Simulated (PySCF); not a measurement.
PySCF input for C3H6F2O, SMILES FC(F)(OC)C, SMD-M06-2X/6-31G*. Geometry optimised at PBE0-D3(BJ)/def2-SVP. One conformer was computed; it need not be the lowest.

```python
import numpy as np
from pyscf import gto, scf, dft
from pyscf.solvent import smd

mol = gto.M(
    atom='''
    C     1.69117409   -0.98293930    0.19606228
    O     0.91490104    0.13521888    0.54819873
    C    -0.31686834    0.24085166   -0.02059933
    C    -1.30221352   -0.84586297    0.33227802
    F    -0.79280749    1.43179727    0.37466496
    F    -0.19106106    0.30088601   -1.37714139
    H     1.29468741   -1.91730850    0.63076713
    H     1.76481302   -1.09404720   -0.89748262
    H     2.69490896   -0.80961938    0.60349398
    H    -2.27347619   -0.61034743   -0.12092594
    H    -1.41209396   -0.89833060    1.42323227
    H    -0.96578423   -1.81854386   -0.04883270
    ''',
    basis='6-31G*',
    charge=0,
    spin=0,
    max_memory=1600,
    verbose=3,
)
mf = dft.RKS(mol, xc='m06-2x').density_fit(auxbasis='def2-universal-jkfit')
mf.grids.level = 4
mf.conv_tol = 1e-9
mf.max_cycle = 100
mf.kernel()
res = {}
for name in ['water', 'N,N-dimethylformamide', 'ethanol']:
    s = mf.SMD()
    s.with_solvent.solvent, s.with_solvent.sasa_ng = name, 194
    s.kernel(mf.make_rdm1())
    res[name] = (s.e_tot, s.with_solvent.get_cds(), s.dip_moment(), s.mo_energy, s.converged)
    print(f'SMD {name}: dG(solv) = {(s.e_tot - mf.e_tot) * 627.509474:.3f} kcal/mol, of which CDS {res[name][1] * 627.509474:.3f}')
```

Program output:

```
converged SCF energy = -392.680032916271
converged SCF energy = -392.682366514495
Dipole moment(X, Y, Z, Debye):  0.18418, -3.49149,  0.38838
SMD water: dG(solv) = -1.464 kcal/mol, of which CDS 4.405
converged SCF energy = -392.686220261764
Dipole moment(X, Y, Z, Debye):  0.23222, -3.37040,  0.44812
SMD N,N-dimethylformamide: dG(solv) = -3.883 kcal/mol, of which CDS 0.768
converged SCF energy = -392.686739703323
Dipole moment(X, Y, Z, Debye):  0.19611, -3.43783,  0.40089
SMD ethanol: dG(solv) = -4.209 kcal/mol, of which CDS 1.241
```

Self-consistency was reached.
